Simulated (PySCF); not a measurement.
Distorted geometries of TlH3

TlH3 (singlet). PySCF 2.14.0, RKS B3LYP, Tl def2-SVP with ECP60, H def2-SVP; non-relativistic Hamiltonian with scalar-relativistic core potentials where named; density fitting; no spin-orbit coupling. Relaxed geometry:

```xyz
4

Tl    0.4819    0.0000    0.0000
H    -0.3952    0.0000    1.5240
H    -0.3952    0.0000   -1.5240
H     2.2402    0.0000    0.0000
```

Problem. Order these distorted geometries by energy above the relaxed one, lowest first.
A.
```xyz
4

Tl    0.3756    0.0449   -0.0604
H    -0.3455   -0.1812    1.5768
H    -0.3030    0.1359   -1.4393
H     2.2048    0.0003   -0.0772
```
B.
```xyz
4

Tl    0.5439   -0.0369   -0.0218
H    -0.4063    0.0369    1.5400
H    -0.4664    0.0106   -1.5165
H     2.2606   -0.0105   -0.0018
```
C.
```xyz
4

Tl    0.5406   -0.0319    0.0991
H    -0.3385    0.1186    1.4988
H    -0.3793   -0.1204   -1.6754
H     2.1089    0.0337    0.0775
```

Solution. B (0.05 eV), A (0.39 eV), C (0.55 eV).

Problem. Which forces (eV/Å) act in the one that lies 0.55 eV up?

Solution. 
```
Tl  -2.90 -0.04 -2.27
H   -0.93  0.02  0.98
H    0.69  0.01  1.51
H    3.14  0.01 -0.22
```
Forces carry noise of the integration grid, about 0.01 to 0.03 eV/Å.
